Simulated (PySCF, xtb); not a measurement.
H8N2Si2, SMILES N[SiH]([SiH3])N.

GFN2-xTB run with xtb 6.7.1 at its own geometry gives an orbital gap of 4.36 eV and a dipole moment of 0.85 D.

Geometry: ωB97X-D3(BJ)/def2-SVP. The values are those of a single conformer.

Problem. What does PBE/def2-TZVP (PySCF) give? (An estimate is asked for; the answer gives what the named calculation found.)

Solution. gap 5.06 eV (levels -5.62 and -0.56 eV), dipole 1.33 D.
